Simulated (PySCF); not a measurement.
Species: C5H12Si2.
Z-matrix (Å and degrees, GFN2-xTB geometry), rows numbered from 1:
```
C 
C   1  1.5299
C   2  1.5384  1  110.77
Si  3  1.9035  2  106.13  1    96.28
C   4  1.8758  3   89.88  2    18.76
C   5  1.3372  4  112.69  3    -9.78
Si  6  1.8845  2  119.42  1    74.80
H   1  1.0885  2  109.87  3   -58.85
H   1  1.0883  2  110.60  3    61.08
H   1  1.0881  2  110.65  3  -178.80
H   2  1.0969  1  107.89  3  -120.92
H   3  1.0906  2  109.33  1  -145.45
H   3  1.0880  2  110.56  1   -28.44
H   4  1.4684  3  113.77  2   -97.96
H   4  1.4660  3  113.59  2   135.74
H   5  1.0797  4  126.08  3   169.50
H   7  1.4632  6  109.28  2   164.72
H   7  1.4675  6  110.53  2   -75.12
H   7  1.4666  6  109.07  2    44.34
```

Theory: TDDFT CAM-B3LYP/def2-SVPD, vertical, gas phase, core orbitals frozen in the response in PySCF.

Frontier orbitals with the atoms that hold most of them (Löwdin shares over 4%, at most four atoms; ? is withheld):

```csv
orbital,ε (eV),atoms
HOMO-3,-10.78,"Si7 18%, C3 12%, H17 11%, C2 11%"
HOMO-2,-9.86,"C3 26%, Si4 20%, C2 12%, C6 9%"
HOMO-1,-9.41,"C5 22%, C6 17%, Si4 15%, Si7 12%"
HOMO,-8.76,?
LUMO,?,?
LUMO+1,1.09,"Si7 26%, Si4 14%, C1 6%, C5 6%"
LUMO+2,1.39,"Si4 24%, Si7 14%, H15 10%, C3 9%"
```

Task: Give the leading atoms of the HOMO.

Result: C5 (bonded to C, Si and H) 32%; C6 (bonded to 2 C and Si) 28%; Si4 (bonded to 2 C and 2 H) 7%; C2 (bonded to 3 C and H) 6%. By element: carbon 66% or more, silicon 7% or more.

Task: Give the leading atoms of the LUMO.

Result: C6 (bonded to 2 C and Si) 28%; C5 (bonded to C, Si and H) 27%; Si7 (bonded to C and 3 H) 10%; Si4 (bonded to 2 C and 2 H) 10%. By element: carbon 56% or more, silicon 20%.

Task: What is the LUMO energy, and the HOMO–LUMO gap?

Result: ε(LUMO) = 0.51 eV; the gap is 9.27 eV (0.3407 hartree).

Task: The HOMO–LUMO gap is 9.27 eV. Where does the response calculation put the lowest singlet, and from which orbitals?

Result: S1 is at 6.01 eV (f = 0.0039), 3.26 eV below the gap, made of HOMO-1→LUMO (89%). Its leading pair isn't HOMO and LUMO; the energies of that pair differ by 9.92 eV. Without the coupling terms of the response equations the lowest excitation would equal the gap.

Task: One configuration dominates each of S1, S2, S3, S4 and S6. Which, and how do the shares of the two leading atoms of either orbital change from the occupied to the empty one?

Result: 
- S1 (6.01 eV, f 0.0039), HOMO-1→LUMO (89%): C5 22% → 27%, C6 17% → 28%
- S2 (6.35 eV, f 0.281), HOMO→LUMO (90%): C5 32% → 27%, C6 28% → 28%
- S3 (7.01 eV, f 0.031), HOMO-2→LUMO (85%): C3 26% → at most 10%, Si4 20% → 10%, C6 9% → 28%, C5 at most 9% → 27%
- S4 (7.04 eV, f 0.0063), HOMO→LUMO+1 (86%): C5 32% → 6%, C6 28% → at most 7%, Si7 at most 7% → 26%, Si4 7% → 14%
- S6 (7.74 eV, f 0.0024), HOMO-1→LUMO+1 (86%): C5 22% → 6%, C6 17% → at most 7%, Si7 12% → 26%, Si4 15% → 14%

One conformer stands for the species.
